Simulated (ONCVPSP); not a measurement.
Ranking ONCV potentials for iron (Fe)

All share these settings but for the change named:

| Quantity | Value |
| --- | --- |
| Element | iron (Fe) |
| Generator | ONCVPSP 4.0.1 |
| Type | optimised norm-conserving Vanderbilt (ONCV) |
| Functional | LDA (Perdew-Zunger) |
| Relativity | scalar-relativistic |
| Frozen core | [Ne] |
| Valence charge | 16 |
| Reference configuration | 3s2 3p6 3d6.5 4s1.5 |
| Partial waves | 3s+4s: rc 1.60 bohr, ncon 4, nbas 7, qcut 7.9 1/bohr, 2 projectors; 3p: rc 1.05 bohr, ncon 4, nbas 8, qcut 11.9 1/bohr, 2 projectors, debl 3.9 Ha; 3d: rc 0.90 bohr, ncon 4, nbas 8, qcut 10.1 1/bohr, local |
| Local potential | the d channel |
| Core correction | none |

Test errors are all-electron minus pseudo excitation energies from the reference, over 3s2 3p6 3d6 4s2; 3s2 3p6 3d6 4s1; 3s2 3p6 3d6 4s0; 3s2 3p6 3d7 4s1. None of these files shows a bound ghost.

The base gives 2.8 meV.

Of 8 variants that were run, those that failed, showed a ghost or another fault, or gave nearly equal values are left out.

A variant can come out equal or close to the base, since the largest error may sit in a test that the change hardly touches while other tests move.

**Question.** Rank these variants by their largest absolute test error, smallest first.
A. d: rc 0.94
B. d: rc 0.74
C. d: rc 0.82
D. d: rc 0.66

**Answer.** C (1.8 meV), B (2.5 meV), A (3.3 meV), D (3.8 meV).
